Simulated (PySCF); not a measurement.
Bond curve of TbS

Set-up: PySCF, spin-free X2C with a Gaussian nucleus, basis sets Tb x2c-SVPall, S x2c-SVPall. Energies in eV from Tb (4f9 6s2) + S in their ground configurations at the same level. State: octet, about 8.1 electrons in the 4f shell (Mulliken), real f orbitals that mix terms.

All columns are PBE0. A positive dipole means Tb(−)S(+).

```
R (Å)  E (eV)  μ (D)  Mulliken charge on Tb (basis-dependent)  HOMO (eV)  LUMO (eV)  Mayer bond order   ⟨S²⟩
1.965  -3.543  -4.38                                     0.13      -4.42      -2.05              2.67  15.76
2.057  -4.444  -4.98                                     0.19      -4.56      -2.17              2.61  15.77
2.148  -4.945  -5.53                                     0.24      -4.70      -2.30              2.55  15.77
2.216  -5.124  -5.91                                     0.27      -4.79      -2.39              2.52  15.77
2.285  -5.172  -6.28                                     0.30      -4.89      -2.48              2.48  15.77
2.354  -5.118  -6.62                                     0.32      -4.97      -2.57              2.45  15.78
2.445  -4.927  -7.05                                     0.35      -5.07      -2.68              2.42  15.78
2.559  -4.557  -7.52                                     0.38      -5.18      -2.81              2.38  15.79
2.696  -3.999  -8.00                                     0.40      -5.28      -2.95              2.34  15.81
2.879  -3.178  -8.44                                     0.42      -5.07      -3.10              2.28  15.87
```

A fit through these points gives, at Re = 2.280 Å, μ = -6.25 D and dμ/dR = -5.19 D/Å; the reduced mass is 26.62 u.

**Question.** How strong is the fundamental in the double-harmonic approximation, I = 42.26·(dμ/dR)²/μred km/mol?

**Answer.** I = 42.26·(-5.19)²/26.62 = 42.8 km/mol at PBE0.

⟨S²⟩ of the unrestricted solution departs from its pure value on part of the curve, where spin states mix. Spin–orbit coupling is left out, which matters for elements this heavy, above all for dissociation energies. The state is the lowest single determinant that the PBE0 search found; with open d or f shells the true ground state can be another one.
